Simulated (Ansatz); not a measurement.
System: CHCl (charge 0, singlet). 
Geometry from a B3LYP-D3(BJ)/def2-TZVP (Ansatz, a program for electronic structure) optimisation:
SMILES: Cl[CH]
```xyz
3

C     -1.0688     0.5284     0.0463
Cl     0.4789    -0.1654    -0.0143
H     -1.7291    -0.3590    -0.0347
```
Charge 0, spin multiplicity 1.

Basis-set convergence of Hartree-Fock and CCSD(T) correlation energies (hartree) with Ansatz. Correlated levels leave the core frozen unless marked. No spin-orbit coupling. Non-relativistic.

The Hartree-Fock reference is unstable (checked in the largest basis), which strains HF and MP2. 

```
basis        functions       E(HF)  E(corr, CCSD(T))
-----------  ---------  ----------  ----------------
cc-pV(D+d)Z         42  -497.82963          -0.29210
cc-pV(T+d)Z         83  -497.85507          -0.37616
cc-pV(Q+d)Z        149  -497.86133          -0.40350
cc-pV(5+d)Z        246  -497.86265          -0.41262
```

Extrapolating the two largest sets (X = 4 and 5) as X^-3: E(corr) = (125·(-0.41262) - 64·(-0.40350))/61 = -0.4222 Eh, an estimate of the basis-set limit. The largest set recovers 97.7 % of it, the smallest 69.2 %.
